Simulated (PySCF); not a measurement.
BrClHMoNO, multiplicity 1. Atoms are numbered in the order given.

```xyz
6

Mo     0.3392     0.0604    -0.4617
O      1.9900     0.0428    -0.2877
N     -0.0483    -0.9443    -1.7933
H      0.3219    -1.5545    -2.5237
Cl    -0.3681     2.1658    -0.9337
Br    -0.6827    -0.9010     1.5041
```
Charge 0, spin multiplicity 1.

Geometry optimised at PBE0-D3(BJ)/def2-SVP. The multiplicity is an assumed one; no other spin state was optimised. The structure was generated by enumeration; whether it is a known compound was not checked. The def2 effective core potentials stand for the cores of Mo; spin–orbit coupling is left out.

Level of theory: PBE/def2-TZVP run with PySCF.

ESP charges are fitted to the potential on shells at 1.4 to 2.0 van der Waals radii. Atomic charges (e):

| atom | Löwdin | ESP fit | Mulliken |
|---|---|---|---|
| Mo1 | 0.08 | (withheld) | 1.33 |
| O2 | -0.20 | -0.23 | -0.44 |
| N3 | -0.27 | -0.51 | -0.54 |
| H4 | 0.17 | (withheld) | 0.26 |
| Cl5 | 0.10 | (withheld) | -0.32 |
| Br6 | 0.12 | -0.08 | -0.29 |

Task: Fill in the missing entries. (Estimate from the structure and the level; the computed values follow.)

Result: 
- Mo1, ESP fit: 0.54
- H4, ESP fit: 0.39
- Cl5, ESP fit: -0.11
